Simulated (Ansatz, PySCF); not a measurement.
The PySCF input:
```python
from pyscf import gto, scf, cc

mol = gto.Mole()
mol.atom = '''
    C    -1.04170000   -0.20300000    0.03620000
    Si    0.82190000    0.16020000   -0.02860000
    Cl    1.70540000   -1.00140000   -1.42920000
    Cl    1.13270000    2.10330000   -0.49670000
    Cl    1.66510000   -0.22430000    1.76940000
    H    -1.23160000   -1.24300000    0.28650000
    H    -1.53670000    0.41110000    0.78330000
    H    -1.51520000   -0.00290000   -0.92090000
'''
mol.basis = 'sto-3g'
mol.spin = 2
mol.verbose = 3
mol.build()

mf = scf.UHF(mol)
mf.kernel()

mycc = cc.CCSD(mf, frozen=21)
mycc.kernel()
et = mycc.ccsd_t()
print('E(CCSD(T)) = %.10f' % (mycc.e_tot + et))
```

Question: Convert this to an input for Ansatz (a quantum-chemistry and plane-wave program).

Answer: One answer among several that fit: 
Ansatz 0.2 input:
```yaml
crystal:
  periodic: [false, false, false]
  atoms:
    - {symbol: C, position_ang: [-1.04170000, -0.20300000, 0.03620000]}
    - {symbol: Si, position_ang: [0.82190000, 0.16020000, -0.02860000]}
    - {symbol: Cl, position_ang: [1.70540000, -1.00140000, -1.42920000]}
    - {symbol: Cl, position_ang: [1.13270000, 2.10330000, -0.49670000]}
    - {symbol: Cl, position_ang: [1.66510000, -0.22430000, 1.76940000]}
    - {symbol: H, position_ang: [-1.23160000, -1.24300000, 0.28650000]}
    - {symbol: H, position_ang: [-1.53670000, 0.41110000, 0.78330000]}
    - {symbol: H, position_ang: [-1.51520000, -0.00290000, -0.92090000]}
basis:
  gaussian:
    orbitals: STO-3G
magnetization: {spin_polarized: true, initial_magnetization: 2}
correlation: {method: ccsd_t, electrons: outside_noble_gas}
accuracy: high
```

Both were run: PySCF gave -1688.470562 Eh and Ansatz -1688.470562 Eh, 0.000 mEh apart.
